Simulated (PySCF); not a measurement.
Bond curve of CsGa⁺

Set-up: basis Cs def2-SVP with ECP46, Ga def2-SVP; scalar-relativistic core potentials; PySCF 2.14. Energies in eV from Cs⁺ + Ga in their ground configurations at the same level. State: ²Σ⁺ (doublet), unpaired electrons σ ↑.

All columns are PBE0. A positive dipole points towards Ga; it is taken about the centre of mass and depends on that origin.

```
R (Å)  E (eV)  μ (D)  Mulliken charge on Cs (basis-dependent)  HOMO (eV)  LUMO (eV)  Mayer bond order  ⟨S²⟩
3.703  -0.291  -3.44                                     0.85      -7.88      -5.75              0.28  0.75
3.875  -0.356  -3.60                                     0.86      -7.81      -5.64              0.27  0.75
4.048  -0.390  -3.77                                     0.86      -7.73      -5.54              0.26  0.75
4.177  -0.402  -3.91                                     0.86      -7.66      -5.46              0.25  0.75
4.306  -0.405  -4.07                                     0.86      -7.58      -5.39              0.25  0.75
4.435  -0.401  -4.23                                     0.86      -7.51      -5.32              0.25  0.75
4.607  -0.390  -4.46                                     0.86      -7.40      -5.23              0.25  0.75
4.823  -0.369  -4.77                                     0.85      -7.27      -5.12              0.26  0.75
5.081  -0.339  -5.17                                     0.85      -7.11      -5.00              0.26  0.75
5.426  -0.297  -5.75                                     0.85      -6.91      -4.84              0.26  0.75
```

A fit through these points gives, at Re = 4.294 Å, μ = -4.05 D and dμ/dR = -1.21 D/Å; the reduced mass is 45.39 u.

Task: How strong is the fundamental in the double-harmonic approximation, I = 42.26·(dμ/dR)²/μred km/mol?

Result: I = 42.26·(-1.21)²/45.39 = 1.36 km/mol at PBE0.

Spin–orbit coupling is left out, which matters for elements this heavy, above all for dissociation energies. For an ion De counts to the pair picked by the measured ionisation energies or electron affinities, which need not be the lowest pair at this level. The state was picked by a PBE0 search and need not be the measured ground state.
